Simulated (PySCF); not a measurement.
## Calculated data, H2O2Si2

All values are calculated (PySCF 2.14.0). Calculation on a computer-drawn molecule: the log of a Hartree-Fock and frozen-core CCSD(T) single point meant for a local Hartree-Fock minimum, with one planted fault or none, to be diagnosed. Offsets are logged minus clean, where the clean run is the same molecule without the fault. The reference is restricted for singlets and unrestricted otherwise, and also for a bond in bohr or an excited solution. Adding or removing an electron swaps singlet and doublet. The excited solution moves the top pair (singlet) or top alpha electron (doublet) to the lowest empty orbital. Highest occupied and lowest empty are orbital energies over both spins, largest force is the largest gradient component, triples share is (T) over the correlation energy, the T1 limit is 0.02 restricted and 0.045 unrestricted, electrons count all cores, a negative frequency is imaginary (commonest isotopes), and the dipole is about the centre of nuclear charge.

Common to all runs: meant charge 0; meant multiplicity 1; meant basis cc-pV(D+d)Z; logged SCF converged yes; possible faults no fault, one electron removed, one electron added, multiplicity raised by two, geometry at a saddle point, SCF held on an excited solution, minimal basis STO-3G, one bond length entered in bohr, all coordinates scaled.

```json
{"entry": 1, "formula": "H2O2Si2", "logged_structure": {"atoms_angstrom": [["O", -1.384, -1.1457, 0.165], ["Si", -0.5935, -1.2335, -1.0975], ["O", -0.6372, -2.4226, -2.171], ["Si", -1.0848, -3.8618, -2.9068], ["H", 0.3726, -0.246, -1.5711], ["H", -2.3048, -3.3235, -3.6394]]}, "given": {"logged_electrons": 46, "logged_basis_functions": 30, "logged_spin_squared": 0.0, "logged_highest_occupied [eV]": -5.9115, "logged_lowest_empty [eV]": 6.32, "logged_largest_force [hartree/bohr]": 0.041031, "logged_T1_diagnostic": 0.028646, "logged_D1_diagnostic": 0.087931, "logged_triples_share": 0.072365, "logged_CC_converged": "yes", "logged_dipole_magnitude [debye]": 2.414, "logged_SCF_stable_within_its_kind": "yes", "logged_energy_HF [hartree]": -719.95974, "logged_energy_CCSD(T) [hartree]": -720.18456, "drawn_bonds_atom": [1, 2, 3, 2, 4], "drawn_bonds_other_atom": [2, 3, 4, 5, 6], "drawn_bonds_order": [2, 1, 1, 1, 1]}, "results": {"planted_fault": "minimal basis STO-3G", "HF_energy_offset_from_clean_run [kcal/mol]": 5548, "CCSD(T)_energy_offset_from_clean_run [kcal/mol]": 5771}, "notes": ["T1 above single-reference limit"]}
{"entry": 2, "formula": "H2O2Si2", "logged_structure": {"atoms_angstrom": [["O", -1.384, -1.1457, 0.165], ["Si", -0.5935, -1.2335, -1.0975], ["O", -0.6372, -2.4226, -2.171], ["Si", -1.0848, -3.8618, -2.9068], ["H", 0.3726, -0.246, -1.5711], ["H", -2.3048, -3.3235, -3.6394]]}, "given": {"logged_electrons": 46, "logged_basis_functions": 84, "logged_spin_squared": 0.0, "logged_highest_occupied [eV]": -9.5588, "logged_lowest_empty [eV]": 0.5711, "logged_largest_force [hartree/bohr]": 1.4966e-06, "logged_lowest_frequency [cm^-1]": 40.933, "logged_T1_diagnostic": 0.020549, "logged_D1_diagnostic": 0.062984, "logged_triples_share": 0.028293, "logged_CC_converged": "yes", "logged_dipole_magnitude [debye]": 4.0117, "logged_SCF_stable_within_its_kind": "yes", "logged_energy_HF [hartree]": -728.80035, "logged_energy_CCSD(T) [hartree]": -729.3815, "drawn_bonds_atom": [1, 2, 3, 2, 4], "drawn_bonds_other_atom": [2, 3, 4, 5, 6], "drawn_bonds_order": [2, 1, 1, 1, 1]}, "results": {"planted_fault": "no fault", "HF_energy_offset_from_clean_run [kcal/mol]": 0.0, "CCSD(T)_energy_offset_from_clean_run [kcal/mol]": 0.0}, "notes": ["T1 above single-reference limit"]}
{"entry": 3, "formula": "H2O2Si2", "logged_structure": {"atoms_angstrom": [["O", -1.384, -1.1457, 0.165], ["Si", -0.5935, -1.2335, -1.0975], ["O", -0.6372, -2.4226, -2.171], ["Si", -1.0848, -3.8618, -2.9068], ["H", 0.3726, -0.246, -1.5711], ["H", -2.3048, -3.3235, -3.6394]]}, "given": {"logged_electrons": 45, "logged_basis_functions": 84, "logged_spin_squared": 0.7724, "logged_highest_occupied [eV]": -16.16, "logged_lowest_empty [eV]": -7.7529, "logged_largest_force [hartree/bohr]": 0.092729, "logged_T1_diagnostic": 0.030646, "logged_D1_diagnostic": 0.12564, "logged_triples_share": 0.032002, "logged_CC_converged": "yes", "logged_dipole_magnitude [debye]": 11.514, "logged_SCF_stable_within_its_kind": "yes", "logged_energy_HF [hartree]": -728.48341, "logged_energy_CCSD(T) [hartree]": -729.04178, "drawn_bonds_atom": [1, 2, 3, 2, 4], "drawn_bonds_other_atom": [2, 3, 4, 5, 6], "drawn_bonds_order": [2, 1, 1, 1, 1]}, "results": {"planted_fault": "one electron removed", "HF_energy_offset_from_clean_run [kcal/mol]": 198.9, "CCSD(T)_energy_offset_from_clean_run [kcal/mol]": 213.2}}
{"entry": 4, "formula": "H2O2Si2", "logged_structure": {"atoms_angstrom": [["O", -1.384, -1.1457, 0.165], ["Si", 0.1098, -1.3116, -2.2208], ["O", 0.0661, -2.5008, -3.2942], ["Si", -0.3815, -3.9399, -4.0301], ["H", 1.0759, -0.3242, -2.6944], ["H", -1.6015, -3.4016, -4.7626]]}, "given": {"logged_electrons": 46, "logged_basis_functions": 84, "logged_spin_squared": 1.5542, "logged_highest_occupied [eV]": -8.9055, "logged_lowest_empty [eV]": 1.0529, "logged_largest_force [hartree/bohr]": 0.034458, "logged_T1_diagnostic": 0.062394, "logged_D1_diagnostic": 0.21431, "logged_triples_share": 0.037018, "logged_CC_converged": "yes", "logged_dipole_magnitude [debye]": 1.0566, "logged_SCF_stable_within_its_kind": "yes", "logged_energy_HF [hartree]": -728.62802, "logged_energy_CCSD(T) [hartree]": -729.15868, "drawn_bonds_atom": [1, 2, 3, 2, 4], "drawn_bonds_other_atom": [2, 3, 4, 5, 6], "drawn_bonds_order": [2, 1, 1, 1, 1]}, "results": {"planted_fault": "one bond length entered in bohr, row 1 of the drawn bonds", "HF_energy_offset_from_clean_run [kcal/mol]": 108.1, "CCSD(T)_energy_offset_from_clean_run [kcal/mol]": 139.8}, "notes": ["T1 above single-reference limit"]}
{"entry": 5, "formula": "H2O2Si2", "logged_structure": {"atoms_angstrom": [["O", -1.384, -1.1457, 0.165], ["Si", -0.5935, -1.2335, -1.0975], ["O", -0.6372, -2.4226, -2.171], ["Si", -1.0848, -3.8618, -2.9068], ["H", 0.3726, -0.246, -1.5711], ["H", -2.3048, -3.3235, -3.6394]]}, "given": {"logged_electrons": 46, "logged_basis_functions": 84, "logged_spin_squared": 0.0, "logged_highest_occupied [eV]": -6.2565, "logged_lowest_empty [eV]": -3.178, "logged_largest_force [hartree/bohr]": 0.046037, "logged_dipole_magnitude [debye]": 4.5617, "logged_SCF_stable_within_its_kind": "no", "logged_energy_HF [hartree]": -728.53757, "drawn_bonds_atom": [1, 2, 3, 2, 4], "drawn_bonds_other_atom": [2, 3, 4, 5, 6], "drawn_bonds_order": [2, 1, 1, 1, 1]}, "results": {"planted_fault": "SCF held on an excited solution", "HF_energy_offset_from_clean_run [kcal/mol]": 164.9}, "notes": ["coupled-cluster numbers left out as unreliable"]}
```
